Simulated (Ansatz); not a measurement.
BnHm: binding per atom (eV) at several levels, gas phase, relaxed structures; Ansatz. Clusters are the lowest isomers that short searches found in that spin, judged at the geometry's level. Binding counts from free atoms in the multiplicity of their measured ground term, without zero-point energy. A dash marks a value that wasn't run or was left out as unsound. The structures are stationary points that may keep the symmetry of their start. Correlated methods freeze inner cores and use unrestricted references for open shells. Remarks come from the PBE and PBE0 runs and from stability tests at other levels; not every state was tested.

```tsv
species	state	geometry	PBE-D4/def2-SVP	PBE-D4/def2-TZVP	r2SCAN-D4/def2-TZVP	r2SCAN-D4/def2-TZVPD	B97M-V/def2-TZVP	MP2/def2-TZVP	remarks
B3H2	doublet	r2SCAN-D4/def2-TZVP	3.49	3.47	3.43	3.43	–	–	–
B2H3	doublet	B3LYP-D4/def2-TZVP	3.22	3.22	3.23	3.23	3.22	3.03	–
B4H3	doublet	B3LYP-D4/def2-TZVP	3.91	3.89	3.86	3.86	3.84	3.68	–
B6H2	singlet	PBE0-D4/def2-SVP	4.38	4.32	4.25	4.24	4.26	4.13	restricted SCF unstable in HF
B5H3	singlet	PBE-D4/def2-SVP	4.17	4.13	4.08	4.08	4.08	3.94	–
B3H6	doublet	PBE-D4/def2-TZVP	3.40	3.39	3.39	3.39	3.37	3.19	–
B7H13	singlet	B3LYP-D4/def2-SVP	3.76	3.73	3.71	–	3.70	3.56	–
B8H14	singlet	r2SCAN-D4/def2-SVP	3.84	3.80	3.79	–	–	3.64	–
```
